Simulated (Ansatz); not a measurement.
`C[SiH2]C` + `CO[SiH2]Cl` → `C[SiH2]O[SiH2]Cl` + ethane at 298.15 K and 1 bar (formal exchange of groups at the Si–C bond).

Isolated molecules relaxed with PBE0-D4/def2-TZVP in Ansatz; ΔE leaves out vibrations. CCSD(T)/CBS is the MP2 limit (def2-TZVPP, def2-QZVPP) plus CCSD(T) − MP2 in def2-TZVPP, frozen cores. This one scheme is used for every species. One conformer a species, not always the lowest.

| species | CCSD(T)/CBS energy (Eh) | H − E (kJ/mol) | S (J/(mol·K)) |
| --- | --- | --- | --- |
| `C[SiH2]C` | -370.01595 | 253.8 | 297.2 |
| `CO[SiH2]Cl` | -865.17164 | 180.0 | 329.9 |
| `C[SiH2]O[SiH2]Cl` | -1155.53126 | 229.6 | 395.9 |
| `CC` | -79.71954 | 207.7 | 227.7 |

H − E and S are ideal-gas, rigid-rotor, harmonic terms from PBE0-D4/def2-TZVP, for one conformer and one mirror image of each species. 1 Eh = 2625.50 kJ/mol, R = 8.31446 J/(mol·K).

Q: By hand: ΔE, ΔH, ΔS and ΔG.

A: ΔE = (-1155.53126) + (-79.71954) − (-370.01595) − (-865.17164) = -0.06321 Eh = -166.0 kJ/mol. Δ(H − E) = 229.6 + 207.7 − 253.8 − 180.0 = 3.5, so ΔH = -162.5 kJ/mol. ΔS = 395.9 + 227.7 − 297.2 − 329.9 = -3.5 J/(mol·K). ΔG = -162.5 − 298.15 × (-3.5)/1000 = -161.5 kJ/mol.

Q: By hand: the equilibrium constant, and the temperature at which ΔG would vanish if ΔH and ΔS stayed fixed.

A: log₁₀ K = −ΔG/(RT ln 10) = 28.3. ΔG = 0 at ΔH/ΔS = 46429 K, far beyond where these terms or the molecules hold.

The number of gas molecules stays the same, so ΔS is small and ΔH decides. A doubt of 5 kJ/mol in ΔE shifts log₁₀ K by 0.9 here. Other conformers and mirror images would add mixing entropy, several J/(mol·K) or more a flexible species. Modes under 60 cm⁻¹, often nearly free rotors, make the harmonic entropy too high. These are equilibria of isolated gas molecules and say nothing of rates. Largest T1 diagnostic: 0.010 (customary marks: 0.02 for closed shells, 0.045 for open ones).
